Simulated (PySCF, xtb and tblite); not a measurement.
Internal rotation in C₅H₁₆Si₂, SMILES C[Si](C)(C)CC[SiH3]. Scanned: dihedral Si2–C5–C6–Si7; all other coordinates were relaxed at GFN2-xTB. Points at φ and −φ are mirror images. Heavy atoms are numbered in the order of the SMILES C[Si](C)(C)CC[SiH3], hydrogens after them in the order of the atoms that carry them; the mirror image has the same energies with the sign of each dihedral reversed.

Methods: RHF/STO-3G = restricted Hartree-Fock/STO-3G // GFN2-xTB (PySCF); GFN2-xTB (xtb and tblite); RKS-B3LYP/6-31G* = restricted B3LYP/6-31G*, spherical d, density fitting // GFN2-xTB in PySCF 2.14.0.

Energies in kcal/mol, each method relative to its own lowest point.

| φ / ° | RHF/STO-3G | GFN2-xTB | RKS-B3LYP/6-31G* |
|---|---|---|---|
| -160 | 0.8 | 0.6 | 0.6 |
| -140 | 2.5 | 1.9 | 1.9 |
| -120 | 3.4 | 2.5 | 2.7 |
| -100 | 3.0 | 1.8 | 2.5 |
| -80 | 2.6 | 1.0 | 2.4 |
| -60 | 2.8 | 0.8 | 2.4 |
| -40 | 4.9 | 2.4 | 3.8 |
| -20 | 7.7 | 4.7 | 5.9 |
| 0 | 9.3 | 6.1 | 7.3 |
| 20 | 7.7 | 4.7 | 5.9 |
| 40 | 4.9 | 2.4 | 3.8 |
| 60 | 2.8 | 0.8 | 2.4 |
| 80 | 2.6 | 1.0 | 2.4 |
| 100 | 3.0 | 1.8 | 2.5 |
| 120 | 3.4 | 2.5 | 2.7 |
| 140 | 2.5 | 1.9 | 1.9 |
| 160 | 0.8 | 0.6 | 0.6 |
| 180 | 0.0 | 0.0 | 0.0 |
